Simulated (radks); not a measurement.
Values are calculated unless marked as measured or tabulated.
Spherical quantum dot in the effective-mass picture: electrons in a well V = -V0 / (1 + exp((r - R)/a)) with V0 = 11.3, R = 3.85, a = 0.3, all in effective atomic units (hartree* = m*/eps^2 hartree, bohr* = eps/m* bohr), one dielectric constant everywhere. Level of theory: non-relativistic Kohn-Sham, LDA (Slater exchange, Perdew-Wang correlation), spin-polarised, spherical densities (a radial shooting solver with Libxc functionals). Levels are named by radial order and angular momentum (1s, 1p, 1d, 2s, ...), and open shells are averaged over m.

N = 6, configuration 1s2 1p(up 3, down 1). This is the lowest configuration that the search found. Occupied and some empty levels:

level,occupation,eigenvalue (hartree*),<r> (bohr*)
1s up,1,-8.7242,2.051
1s down,1,-8.6679,2.048
1p up,3,-8.4211,2.288
1p down,1,-8.3635,2.291
1d up,0,-7.9863,2.459
1d down,0,-7.9302,2.464
2s up,0,-7.5678,1.834
2s down,0,-7.5283,1.833
1f up,0,-7.4446,2.595
1f down,0,-7.3909,2.601

Energy (hartree*): total -57.7724, kinetic 3.2223, external -66.430, Hartree 7.3361, exchange-correlation -1.9012.

Electron density:

r (bohr*),n(r) (e/bohr*^3)
0.322,0.03191
0.667,0.03979
1.01,0.05131
1.36,0.06310
1.70,0.07015
2.05,0.06739
2.40,0.05296
2.74,0.03150
3.09,0.01279
3.43,0.003083
3.78,0.0004008
4.12,0.00002919
4.47,1.517e-06
